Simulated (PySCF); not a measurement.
# Computed structure and properties of Bi(CH3)2H3

System: Bi(CH3)2H3 (singlet); start: template (D3h). Method: PySCF 2.14.0, RKS BP86, Bi def2-SVP with ECP60, C def2-SVP, H def2-SVP; non-relativistic Hamiltonian with scalar-relativistic core potentials where named; density fitting; no spin-orbit coupling.

Input of the relaxation:

```python
mol = gto.M(atom='''
Bi     0.00000    -0.00000     0.00000
C      0.00000    -0.00000     2.29900
H     -1.02768     0.00000     2.66230
H      0.51384    -0.88999     2.66230
H      0.51384     0.88999     2.66230
C     -0.00000     0.00000    -2.29900
H     -1.02768     0.00000    -2.66230
H      0.51384     0.88999    -2.66230
H      0.51384    -0.88999    -2.66230
H      2.04000    -0.00000    -0.00000
H     -1.02000     1.76670     0.00000
H     -1.02001    -1.76669    -0.00000''',
    basis={'Bi': 'def2-SVP', 'C': 'def2-SVP', 'H': 'def2-SVP'},
    ecp={'Bi': 'def2-SVP'},
    charge=0, spin=0)
mf = dft.RKS(mol, xc='B88,P86')
mf.grids.atom_grid = (50, 194)
mf = mf.density_fit()  # fitting sets: Bi def2-universal-JKFIT, C def2-universal-JKFIT, H def2-universal-JKFIT
mf.conv_tol = 1e-08; mf.max_cycle = 55
mf.kernel(dm0)  # dm0: converged density of the start geometry
# quasi-Newton relaxation in Cartesian coordinates to a largest gradient under 0.00045 Eh/bohr, steps kept in the point group
```

Run from Python with OMP_NUM_THREADS=2; the lines above give its settings. Where DIIS fails, smearing, a level shift and second-order steps follow.
It took 91 s on 2 threads of Arm Neoverse V1 (shared host), from the converged density of the start.

Course of the relaxation:

| step | energy above end (eV) | largest force component within the symmetry (eV/Å) |
| --- | --- | --- |
| 0 | 0.4419 | 1.185 |
| 1 | 0.1305 | 0.743 |
| 2 | 0.0070 | 0.116 |
| 3 | 0.0019 | 0.037 |
| 4 | 0.0002 | 0.026 |
| 5 | 0.0000 | 0.012 |
| 6 | 0.0000 | 0.006 |

Relaxed geometry (D3h):

```xyz
12

Bi    0.0000    0.0000    0.0000
C     0.0000    0.0000    2.3487
H    -1.0549    0.0000    2.6871
H     0.5274   -0.9135    2.6871
H     0.5274    0.9135    2.6871
C     0.0000    0.0000   -2.3487
H    -1.0549    0.0000   -2.6871
H     0.5274    0.9135   -2.6871
H     0.5274   -0.9135   -2.6871
H     1.8498    0.0000    0.0000
H    -0.9249    1.6020    0.0000
H    -0.9249   -1.6020    0.0000
```

| contact | Å |
| --- | --- |
| Bi1–C2 (CH3) | 2.349 |
| Bi1–C6 (CH3) | 2.349 |
| Bi1–H10 (H) | 1.850 |
| Bi1–H11 (H) | 1.850 |
| Bi1–H12 (H) | 1.850 |

On the finer grid (75, 302):

```json
{
 "HOMO": "-4.87 eV",
 "LUMO": "-2.40 eV",
 "Dipole about the centre of mass": "0.00 D",
 "Set of Mulliken populations of Bi1 outside the core potential": "s 3.68, p 8.57, d 10.23",
 "D3(BJ) dispersion energy (not in the energies)": "-0.399 eV"
}
```

| atom | Mulliken (e) | Löwdin (e) | spin (e) |
| --- | --- | --- | --- |
| Bi1 | 0.52 | 0.63 | 0.00 |
| C2 | -0.30 | -0.25 | 0.00 |
| H3 | 0.06 | 0.03 | 0.00 |
| H4 | 0.06 | 0.03 | 0.00 |
| H5 | 0.06 | 0.03 | 0.00 |
| C6 | -0.30 | -0.25 | 0.00 |
| H7 | 0.06 | 0.03 | 0.00 |
| H8 | 0.06 | 0.03 | 0.00 |
| H9 | 0.06 | 0.03 | 0.00 |
| H10 | -0.09 | -0.10 | 0.00 |
| H11 | -0.09 | -0.10 | 0.00 |
| H12 | -0.09 | -0.10 | 0.00 |

On the grid (50, 194), as all that follows. Harmonic modes: a minimum; lowest 103 cm⁻¹ (negative: unstable), highest 3100 cm⁻¹, zero-point energy 2.326 eV.

Taking off one CH3 (charge -1, singlet; the rest: singlet) in vacuum, both parts rigid, costs 9.25 eV; the small basis without counterpoise inflates it. Most of it is the attraction of opposite charges; other ways to part are cheaper, and one spin state was tried for the rest.

Rigid scan of CH3 along the line from its metal:

(distance to C2 (Å), energy (eV)): (2.05, 0.570), (2.15, 0.217), (2.25, 0.047), (2.35, 0.000), (2.45, 0.035), (2.55, 0.123), (2.75, 0.384), (3.05, 0.829), (3.45, 1.344), (3.95, 1.788)

Taking off one H (charge -1, singlet; the rest: singlet) in vacuum, both parts rigid, costs 9.16 eV; the small basis without counterpoise inflates it. Most of it is the attraction of opposite charges; other ways to part are cheaper, and one spin state was tried for the rest.

Rigid scan of H along the line from its metal:

distance to H10 (Å), energy (eV) and a bar:
```
     1.55      0.628 #########
     1.65      0.238 ####
     1.75      0.051 #
     1.85      0.000 
     1.95      0.038 #
     2.05      0.133 ##
     2.25      0.414 ######
     2.55      0.897 ##############
     2.95      1.470 ######################
     3.45      1.987 ##############################
```

One start shape was tried, so this needn't be the lowest isomer.
